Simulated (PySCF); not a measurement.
A species of formula C2H10AlSb has this rotational fingerprint, computed with PBE0-D3(BJ)/def2-SVP geometry optimisation, gas phase, def2 core potentials past Kr in PySCF 2.14.0:

* Rotational constants: A = 4584, B = 1162, C = 990.4 MHz
* Dipole components: |μa| = 2.29 D, |μb| = 1.77 D, |μc| = 0.45 D
* Inertial defect: -34.80 u·Å²
* κ: -0.90

Problem. Which structure is it? (One computed conformer of each.)
A. `[CH3:1][AlH2-:2][SbH2+:3][CH3:4]` with C1–Al2–Sb3–C4 -179°
B. `[CH3:1][CH2:2][AlH2-:3][SbH3+:4]` with C1–C2–Al3–Sb4 66°

Solution. B. It is C[CH2][AlH2-][SbH3+], a near-prolate asymmetric top, point group C1. The candidates at the same level (rigid rotor, commonest isotopes):

| SMILES | A (MHz) | B (MHz) | C (MHz) | μa (D) | μb (D) | μc (D) | Δ (u·Å²) | point group | rotor |
| --- | --- | --- | --- | --- | --- | --- | --- | --- | --- |
| C[CH2][AlH2-][SbH3+] | 4584 | 1162 | 990.4 | 2.29 | 1.77 | 0.45 | -34.80 | C1 | near-prolate asymmetric top |
| [CH3][AlH2-][SbH2+][CH3] | 6120 | 1253 | 1086 | 3.37 | 1.30 | 0.03 | -20.37 | near Cs | near-prolate asymmetric top |

`[CH3][AlH2-][SbH2+][CH3]` has A 34 % too high. No structure here is proved a minimum.
